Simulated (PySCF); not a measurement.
Gas-phase reaction: 2 Br2 + 2 SnF2 → SnBr4 + SnF4. Level: PBE0/def2-QZVP†; standard pressure 1 bar.

Computed with PySCF and rigid-rotor harmonic-oscillator thermochemistry at 1 bar. † marks an energy on the PBE0/def2-TZVP geometry and frequencies. All species are closed-shell singlets. Sn: scalar-relativistic def2 core potential, no spin-orbit coupling. Br: all electrons, no relativistic terms. The harmonic model lacks anharmonicity and excited electronic states, which grow with temperature; levels with a mode under 35 cm⁻¹ are left out. Soft modes under 120 cm⁻¹ make the harmonic entropy rough for SnBr4.

| T (K) | 1000/T (1/K) | log10 K |
|---|---|---|
| 500 | 2.0000 | 25.06 |
| 600 | 1.6667 | 18.26 |
| 800 | 1.2500 | 9.82 |
| 1000 | 1.0000 | 4.82 |
| 1200 | 0.8333 | ? |
| 1400 | 0.7143 | -0.79 |

Q: Fit log10 K = a + b·(1000/T) to the five rows, get the mean ΔH° and ΔS°, and predict log10 K at 1200 K.

A: Means: 1000/T = 1.3262, log10 K = 11.434. Sums of products about the means: Sxy = 21.26579, Sxx = 1.056581, so b = Sxy/Sxx = 20.13 and a = 11.434 − (20.13)×1.3262 = -15.26.
ΔH° = −R ln 10 × 1000 K × b = −19.145 × (20.13) = -385 kJ; ΔS° = R ln 10 × a = -292 J/K. The run's own values go from -392 kJ and -304 J/K at 500 K to -371 kJ and -280 J/K at 1400 K.
Prediction at 1200 K: -15.26 + (20.13)×0.8333 = 1.51. The computed value is 1.53, 0.02 from the line.
For scale, ΔH°(298 K) is -396 kJ at this level, -407 kJ at ωB97M-V/def2-TZVP†, and runs from -514 to 79 kJ over the 17 levels computed.
